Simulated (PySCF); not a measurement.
## State search for CaSb⁺

Unrestricted PBE0; PySCF, spin-free X2C with a Gaussian nucleus, basis sets Ca x2c-SVPall, Sb x2c-SVPall. Outer shells of the fragments: Ca+ 4s1; Sb 4d10 5s2 5p3.

Followed along the bond (rough minima from three points):

```json
{"2Ms+1": "3", "unpaired": "π ↑↑", "⟨S²⟩ at the start": "2.02", "R at minimum (Å)": "2.97", "Te (eV)": "0.00"}
{"2Ms+1": "1", "unpaired": "π ↑↓", "⟨S²⟩ at the start": "1.01", "R at minimum (Å)": "2.96", "Te (eV)": "0.29"}
{"2Ms+1": "1", "unpaired": "none", "⟨S²⟩ at the start": "0.00", "R at minimum (Å)": "2.94", "Te (eV)": "1.11"}
{"2Ms+1": "3", "unpaired": "σ ↑, π ↑", "⟨S²⟩ at the start": "2.01", "R at minimum (Å)": "none in the scan", "Te (eV)": "≤ 0.98"}
{"2Ms+1": "5", "unpaired": "σ ↑↑, π ↑↑", "⟨S²⟩ at the start": "6.00", "R at minimum (Å)": "none in the scan", "Te (eV)": "≤ 1.28"}
```

Solutions found at the starting distance of 3.055 Å, counted from the lowest of them; the search is not exhaustive and high or unbound solutions are not listed, so other states can lie among these:

```
2Ms+1        unpaired   term  E (eV)  ⟨S²⟩  ⟨Lz²⟩   μ (D)
    3            π ↑↑    ³Σ⁻    0.00  2.02   0.00  -12.69
    1            π ↑↓  mixed    0.30  1.01   2.01  -12.81
    1            none  mixed    1.12  0.00   2.00  -12.63
    3        σ ↑, π ↑     ³Π    1.18  2.01   1.02  -13.78
    5      σ ↑↑, π ↑↑    ⁵Σ⁻    1.39  6.00   0.00   -6.12
    1        σ ↓, π ↑  mixed    1.46  1.02   1.01  -13.63
    3      σ ↑↑, π ↑↓  mixed    2.04  3.01   2.01   -6.04
    1      σ ↓↓, π ↑↑  mixed    2.06  2.01   0.00   -6.11
    3        σ ↑, π ↑     ³Π    2.11  2.00   1.01   -5.33
    1        σ ↓, π ↑  mixed    2.13  1.00   1.01   -5.35
    5      σ ↑, π ↑↑↑     ⁵Π    2.74  6.00   1.00   -8.07
    5  σ ↑, π ↑↑, δ ↑     ⁵Δ    2.75  6.00   4.00   -7.82
    3  σ ↑, π ↑↑, δ ↓  mixed    2.80  3.00   4.00   -7.94
    3            σ ↑↑  mixed    2.97  2.00   2.02   -5.76
```

A term symbol is given only where ⟨S²⟩ and ⟨Lz²⟩ are close to those of a pure state; real π, δ and φ orbitals otherwise mix terms. A positive dipole points towards Sb; it is taken about the centre of mass and depends on that origin.

Spin–orbit coupling is left out. Counting both spins, an empty level lies below a filled one in some of these solutions, because spin and occupation are held.
